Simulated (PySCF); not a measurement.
**Radial density of O⁺ (oxygen, charge +1)**

M06-2X, [He] 2s2 2p3, high-spin 4S determinant. Calculation: PySCF 2.14, in cc-pVTZ; no relativity, point nucleus.

```
r (bohr)  4πr²ρ (e/bohr)  4πr²(ρα − ρβ)
 0.00366         0.04937         0.0001
 0.00615          0.1348         0.0002
  0.0103          0.3555         0.0004
  0.0174          0.9001         0.0011
  0.0293           2.106         0.0030
  0.0493           4.348         0.0084
  0.0828           7.243         0.0289
   0.139           8.524         0.1220
   0.234           5.890         0.4713
   0.394           3.106         1.4211
   0.663           4.166         2.5173
    1.12           3.649         2.0452
    1.88          0.9501         0.5490
    3.16         0.05211         0.0343
    5.31       0.0001126         0.0001
```
